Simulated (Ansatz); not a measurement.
H$_{4}$InN, SMILES `[NH2][InH2]`, relaxed with RKS PBE-D4/def2-SVP in Ansatz 0.2.0 from a rough embedded geometry. The force threshold is 0.03 eV/Å; the program also tests the step.

Total charge 0; spin multiplicity 1. In: def2 effective core potential.

Start:

```xyz
6

N     0.625    0.560   -0.607
In   -1.058   -0.301    0.456
H     1.477    0.557    0.096
H     0.720   -0.196   -1.330
H    -0.358   -1.482    1.023
H    -1.406    0.862    0.363
```

Q: How much energy does the relaxation release, and in how many steps? (Estimate.)

A: The calculation gave: 5.31 eV, in 12 steps.

Q: Which bonds change most? (Estimate.)

A: Computed: In2–H6 from 1.217 to 1.731 Å; In2–H5 from 1.485 to 1.730 Å; N1–In2 from 2.169 to 2.036 Å; N1–H3 from 1.105 to 1.022 Å.

Q: Give the relaxed structure. (Estimate.)

A: The calculation gave: 
```xyz
6

N     0.883    0.249   -0.536
In   -0.805   -0.229    0.498
H     1.156    1.202   -0.784
H     1.549   -0.432   -0.906
H    -1.029   -1.927    0.751
H    -1.754    1.136    0.977
```
